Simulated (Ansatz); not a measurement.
Single points on Li11F11 (started as a model of: (LiF)11 cage of four- and six-membered rings).

```yaml
crystal:
  periodic: [false, false, false]
  atoms:
    - {symbol: Li, position_ang: [0.829338, 0.912933, -2.909893]}
    - {symbol: F, position_ang: [0.948424, 2.000195, -1.509927]}
    - {symbol: Li, position_ang: [-0.867881, 1.913433, -1.518045]}
    - {symbol: F, position_ang: [-0.979818, 0.968990, -3.029945]}
    - {symbol: Li, position_ang: [-0.885426, -0.795959, -2.750505]}
    - {symbol: F, position_ang: [0.942196, -0.862277, -2.752188]}
    - {symbol: Li, position_ang: [1.626786, -1.408446, -1.224540]}
    - {symbol: F, position_ang: [2.272109, -0.248453, 0.000660]}
    - {symbol: Li, position_ang: [1.719051, 1.455207, 0.000650]}
    - {symbol: F, position_ang: [0.947552, 1.999922, 1.510883]}
    - {symbol: Li, position_ang: [-0.868763, 1.913162, 1.517932]}
    - {symbol: F, position_ang: [-1.669889, 1.417022, -0.000334]}
    - {symbol: Li, position_ang: [-2.166791, -0.307892, -0.000628]}
    - {symbol: F, position_ang: [-1.674245, -1.440667, -1.320636]}
    - {symbol: Li, position_ang: [-0.891459, -2.390140, -0.000494]}
    - {symbol: F, position_ang: [0.868102, -2.498450, 0.000001]}
    - {symbol: Li, position_ang: [1.626121, -1.408752, 1.225218]}
    - {symbol: F, position_ang: [-1.675055, -1.440994, 1.319396]}
    - {symbol: Li, position_ang: [0.827653, 0.912295, 2.910500]}
    - {symbol: F, position_ang: [-0.981576, 0.968331, 3.029519]}
    - {symbol: Li, position_ang: [-0.887022, -0.796570, 2.749826]}
    - {symbol: F, position_ang: [0.940603, -0.862888, 2.752559]}
basis:
  gaussian: {orbitals: def2-SVP, initial_orbitals: start.molden}
correlation: {method: mp2}
scf: {omitted_lower_state_checks: [starts]}
output: {orbitals: {seedname: orbitals}}
```

The file start.molden holds the orbitals of an earlier run on this structure, at another level or in another basis.

```sh
$ ansatz run in.yaml --threads 4 --pin off --events-out ev --progress --plain --max-ram 6963MiB
```

Shortened log:

```
Functional definition: HF
2805 factors; integrals over basis functions are off by at most 2.8e-4 eV
mean field evaluation 1: about -32010.3428 eV, gradient 3.4e1 eV
mean field evaluation 2: about -32012.1635 eV, gradient 1.8e0 eV
mean field evaluation 4: about -32012.7374 eV, gradient 2.5e0 eV
mean field evaluation 8: about -32012.7485 eV, gradient 4.8e-4 eV
mean field -32012.74852229 eV, -1176.4468091740 hartree, gradient 6.7e-6 eV, S^2 0.000000; 0 other end points of the search recorded, 0 dependent functions left out
11 core orbitals not correlated: weight in the atoms' cores, before any rotation towards them, 1.000 or more for the frozen orbitals, at most 0.000 for the correlated occupied ones
reference -32012.74852229 eV, -1176.4468091740 hartree; 55, 55 occupied and 187, 187 virtual orbitals, 2805 factors
second order -62.03218922 eV of doubles, -0.00000000 eV of singles
Total energy: -32074.78071151 eV, -1178.7264500808 hartree
Checks for a lower state left out: starts
```

Run time 13 s (4 threads of Arm Neoverse V2 on a shared host), peak host memory 1.1 GiB.

As the first input, with `hamiltonian: {xc: pbe, dispersion: d4}` and without the key `correlation` (abridged; 10 s):

```
Functional definition: PBE
mean field -32120.20183659 eV, -1180.3956456398 hartree, gradient 2.2e-5 eV, S^2 0.000000
Total energy: -32120.61648404 eV, -1180.4108836525 hartree
Checks for a lower state left out: starts
```

As the first input, with `gaussian: {orbitals: 6-31G}`, `hamiltonian: {xc: {name: B3LYP}, dispersion: d4}` and without the key `correlation` (abridged; 12 s):

```
Functional definition: B3LYP
mean field evaluation 16: about -32180.8307 eV, gradient 8.7e-6 eV
mean field -32180.83072133 eV, -1182.6237160582 hartree, gradient 9.7e-6 eV, S^2 0.000000
Total energy: -32181.47705840 eV, -1182.6474685076 hartree
Checks for a lower state left out: starts
```

First input, but with `gaussian: {orbitals: def2-TZVP, initial_orbitals: start.molden}`, `hamiltonian: {xc: hf}` and without the key `correlation` (abridged; 30 s):

```
Functional definition: HF
mean field -32049.03732490 eV, -1177.7803980722 hartree, gradient 2.0e-5 eV, S^2 0.000000
Total energy: -32049.03732490 eV, -1177.7803980722 hartree
Checks for a lower state left out: starts
```

First input, but with `hamiltonian: {xc: pbe0, dispersion: d4}` and without the key `correlation` (abridged; 14 s):

```
Functional definition: PBE0
mean field -32121.57990656 eV, -1180.4462887771 hartree, gradient 3.0e-5 eV, S^2 0.000000
Total energy: -32121.94735826 eV, -1180.4597923781 hartree
Checks for a lower state left out: starts
```

Geometry: r2SCAN-D4/def2-SVP.

B3LYP takes the VWN-RPA correlation. Correlated methods freeze 11 core orbitals; core or outer-core shells of Li are correlated, in sets that lack core-valence functions.
